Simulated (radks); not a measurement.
Polarisability of the tungsten ion W+, [Xe] 4f14 5d4 6s1, at imaginary frequency. Calculated with a radial shooting solver on a logarithmic mesh with Libxc functionals: scalar-relativistic Kohn-Sham, LB94 model potential, spin-polarised, spherical densities, finite nucleus; open shells are filled with parallel spins first (spin-orbit coupling, left out, can overturn this in heavy ions); Fermi nuclear charge, rms radius 5.3658 fm. Response by self-consistent Sternheimer equations with the Hartree and adiabatic LDA kernel, the relativistic mass of each level held fixed and spin-orbit coupling left out.

| w (hartree) | alpha1(iw) (bohr^3) |
|---|---|
| 0.00266 | 30.09 |
| 0.0143 | 30.02 |
| 0.0360 | 29.63 |
| 0.0697 | 28.47 |
| 0.118 | 25.97 |
| 0.186 | 21.97 |
| 0.280 | 17.16 |
| 0.413 | 12.57 |
| 0.605 | 8.806 |
| 0.892 | 5.904 |
| 1.35 | 3.723 |
| 2.12 | 2.125 |
| 3.59 | 1.039 |
| 6.94 | 0.4029 |
| 17.5 | 0.09963 |

Static values: alpha1 = 30.09 bohr^3 (4.459 angstrom^3; uncoupled 50.12). C6 = 247.0, triple-dipole C9 = 5033 atomic units. One-pole (London) frequency 4 C6 / (3 alpha1^2) = 0.364 hartree, against 0.651 for minus the highest occupied eigenvalue.
